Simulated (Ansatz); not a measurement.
A nudged elastic band was laid between two geometries of CH$_{8}$NO$_{2}$SbSi (14 atoms, charge 0, multiplicity 1).

All numbers below come from RKS PBE/def2-SVP in Ansatz.

| Item | Value |
| --- | --- |
| movable images | 7 |
| climbing image | yes |
| spring | 5.0 eV/Å² |
| optimiser | quadratic models (default) |
| start path | IDPP |
| force threshold | 0.05 eV/Å |
| iteration limit | 46 |
| end points | relaxed |

Image 0:

```xyz
14
Properties=species:S:1:pos:R:3
N -0.509 -1.333 1.054
C 0.428 -0.476 0.386
O 1.695 -0.502 1.048
Sb 0.979 -1.200 -1.715
Si -0.244 1.318 0.334
O -1.807 1.334 -0.313
H -0.346 -2.339 0.911
H -1.485 -1.108 0.826
H 1.473 -0.515 2.005
H 1.821 0.241 -2.194
H -0.504 -0.550 -2.375
H -0.405 1.817 1.743
H 0.727 2.182 -0.422
H -1.836 1.101 -1.259
```

Image 8:

```xyz
14
Properties=species:S:1:pos:R:3
N -0.586 -1.442 0.849
C 0.355 -0.500 0.322
O 1.638 -0.437 0.992
Sb 0.928 -1.249 -1.718
Si -0.364 1.270 0.235
O -1.839 1.413 -0.560
H -0.166 -2.366 1.019
H -1.033 -1.125 1.720
H 1.471 -0.132 1.909
H 1.849 0.164 -2.130
H -0.485 -0.548 -2.460
H -0.659 1.670 1.662
H 0.699 2.168 -0.334
H -1.822 1.086 -1.478
```

Task: What changes between the two ends?

Result: No bond is made or broken. The height of N1 over the plane of its neighbours goes from -0.32 to 0.34 Å.

Task: What energy profile does the band end with?

Result: The run converged. The highest image is number 4 of 0 to 8, 2.1 kcal/mol above the first end and 1.9 kcal/mol above the last; the last end lies 0.3 kcal/mol above the first. A vibrational analysis at the climbing image gives one clearly imaginary mode, 465i cm⁻¹: a first-order saddle point.

```json
{"image": "0", "path coordinate (Å)": "0.00", "energy (kcal/mol)": "0.0", "height of N1 over the plane of its neighbours (Å)": "-0.32"}
{"image": "1", "path coordinate (Å)": "0.21", "energy (kcal/mol)": "0.1", "height of N1 over the plane of its neighbours (Å)": "-0.32"}
{"image": "2", "path coordinate (Å)": "0.41", "energy (kcal/mol)": "0.4", "height of N1 over the plane of its neighbours (Å)": "-0.29"}
{"image": "3", "path coordinate (Å)": "0.62", "energy (kcal/mol)": "1.3", "height of N1 over the plane of its neighbours (Å)": "-0.19"}
{"image": "4", "path coordinate (Å)": "0.82", "energy (kcal/mol)": "2.1", "height of N1 over the plane of its neighbours (Å)": "0.00"}
{"image": "5", "path coordinate (Å)": "0.99", "energy (kcal/mol)": "1.5", "height of N1 over the plane of its neighbours (Å)": "0.17"}
{"image": "6", "path coordinate (Å)": "1.17", "energy (kcal/mol)": "0.6", "height of N1 over the plane of its neighbours (Å)": "0.29"}
{"image": "7", "path coordinate (Å)": "1.34", "energy (kcal/mol)": "0.3", "height of N1 over the plane of its neighbours (Å)": "0.33"}
{"image": "8", "path coordinate (Å)": "1.51", "energy (kcal/mol)": "0.3", "height of N1 over the plane of its neighbours (Å)": "0.34"}
```

Task: What is the geometry of the highest image?

Result: 
```xyz
14
Properties=species:S:1:pos:R:3:forces:R:3
N -0.504 -1.403 0.939 0.04 0.00 -0.02
C 0.391 -0.490 0.348 -0.05 0.02 0.01
O 1.683 -0.400 1.005 0.02 0.01 0.01
Sb 0.991 -1.211 -1.711 0.00 0.00 0.00
Si -0.312 1.287 0.269 0.00 -0.02 0.01
O -1.825 1.390 -0.470 0.01 0.00 0.00
H -0.316 -2.406 0.939 -0.02 0.00 0.01
H -1.362 -1.096 1.395 0.00 0.00 0.00
H 1.482 -0.381 1.965 -0.01 -0.01 -0.01
H 1.877 0.216 -2.143 0.01 0.00 -0.01
H -0.452 -0.534 -2.424 0.00 0.00 -0.01
H -0.567 1.721 1.690 0.00 0.00 0.00
H 0.721 2.171 -0.370 0.00 0.00 0.00
H -1.821 1.108 -1.404 0.00 0.00 0.00
```

Task: What are the harmonic wavenumbers there?

Result: 465i, 59, 100, 143, 166, 173, 204, 259, 278, 288, 354, 407, 511, 543, 594, 624, 701, 734, 806, 811, 869, 883, 905, 923, 1118, 1153, 1247, 1544, 1828, 1874, 2147, 2175, 3488, 3605, 3611, 3728 cm⁻¹.

Time of the run: 3.4 min on 2 threads of Arm Neoverse V1, with other jobs on the host, peak memory 0.2 GiB.
